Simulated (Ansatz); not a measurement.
AsH₇SSi₂ (`[SiH3][SiH](S)[AsH2]`), relaxed with RKS PBE0-D4/def2-TZVP in Ansatz from a PBE-D4/def2-SVP geometry. The force threshold is 0.005 eV/Å; the program also tests the step.

Total charge 0; spin multiplicity 1.

Start:

```xyz
11

Si    1.740   -0.057   -0.325
Si   -0.560   -0.528   -0.256
S    -1.383    0.257   -2.107
As   -1.638    0.531    1.605
H     2.371   -0.588    0.934
H     2.420   -0.676   -1.517
H     1.922    1.436   -0.370
H    -0.806   -2.013   -0.136
H    -2.669   -0.100   -1.824
H    -0.786    1.798    1.402
H    -0.612   -0.060    2.595
```

Q: How much energy does the relaxation release, and in how many steps? (An estimate is asked.)

A: Computed: 3.43 kJ/mol, in 6 steps.

Q: Which bonds change most? (Estimate.)

A: Computed: Si2–As4 from 2.398 to 2.368 Å; Si2–S3 from 2.172 to 2.145 Å; S3–H9 from 1.364 to 1.345 Å; Si2–H8 from 1.510 to 1.490 Å.

Q: Give the relaxed structure. (Estimate.)

A: The calculation gave: 
```xyz
11

Si    1.743   -0.055   -0.332
Si   -0.545   -0.514   -0.256
S    -1.374    0.232   -2.088
As   -1.634    0.519    1.575
H     2.367   -0.575    0.914
H     2.401   -0.688   -1.506
H     1.940    1.418   -0.395
H    -0.786   -1.979   -0.127
H    -2.647   -0.076   -1.784
H    -0.816    1.794    1.423
H    -0.649   -0.076    2.575
```
